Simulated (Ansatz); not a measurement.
Relaxation of H$_{4}$O$_{2}$SSn (8 atoms, charge 0, multiplicity 1), to a largest force component of 0.02 eV/Å in at most 50 steps.

Computed with RKS PBE0/def2-SVP (Ansatz 0.2.0).

```xyz
8
Properties=species:S:1:pos:R:3
O -0.821 1.200 -1.070
Sn 0.163 0.408 0.386
O 1.968 0.014 -0.260
S -0.838 -1.630 1.060
H -1.794 1.285 -0.752
H 2.475 0.634 0.322
H 1.904 -0.680 -0.937
H -0.732 -2.179 -0.229
```

Question: Where does it end, and by what steps?

Answer: The forces met the threshold. After 31 steps the energy has fallen by 3.437 eV; H6 moved furthest, 1.39 Å.

| step | energy less start (eV) | largest force component (eV/Å) | accepted |
| --- | --- | --- | --- |
| 0 | 0.0000 | 5.645 | yes |
| 2 | -2.2349 | 1.577 | yes |
| 4 | -2.9173 | 1.090 | yes |
| 6 | -3.0300 | 1.154 | yes |
| 8 | -3.0848 | 0.887 | yes |
| 10 | -3.1886 | 1.334 | yes |
| 12 | -3.3306 | 0.837 | yes |
| 14 | -3.2534 | 0.788 | no |
| 16 | -3.3712 | 0.130 | yes |
| 18 | -3.3768 | 0.045 | yes |
| 20 | -3.3802 | 0.268 | yes |
| 22 | -3.3827 | 0.742 | yes |
| 24 | -3.4243 | 0.232 | yes |
| 26 | -3.4335 | 0.080 | yes |
| 28 | -3.4357 | 0.071 | yes |
| 30 | -3.4365 | 0.023 | yes |
| 31 | -3.4365 | 0.016 | yes |

```xyz
8
Properties=species:S:1:pos:R:3
O -0.613 0.511 -1.024
Sn -0.186 0.773 0.985
O 1.835 0.344 -0.242
S -0.153 -1.710 1.272
H -1.102 1.223 -1.452
H 1.931 -0.596 -0.011
H 1.202 0.336 -1.002
H -0.588 -1.830 -0.005
```

Whether the end is a true minimum wasn't checked by a vibrational analysis.

Time of the run: 93 s on 2 threads of Arm Neoverse V1 (shared host), peak memory 0.22 GiB.
